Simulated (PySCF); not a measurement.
Harmonic spectrum computed at PBE0 in the def2-TZVP basis family (core potentials from Rb on, PySCF, no spin–orbit coupling):

```csv
symmetry,ω (cm⁻¹),"IR (km/mol, summed over degenerate members)"
πu,141,70.2
σg+,541,0.0
σu+,645,103
```

**Question.** Which molecule gave it? In each, all ligands are bound to the one heavy central atom.
A. PtF₂ (triplet)
B. SF₂ (singlet)
C. CdF₂ (singlet)
D. HgF₂ (singlet)
E. PdF₂ (triplet)

**Answer.** C. It has D∞h symmetry with Cd–F 1.922 Å (×2).
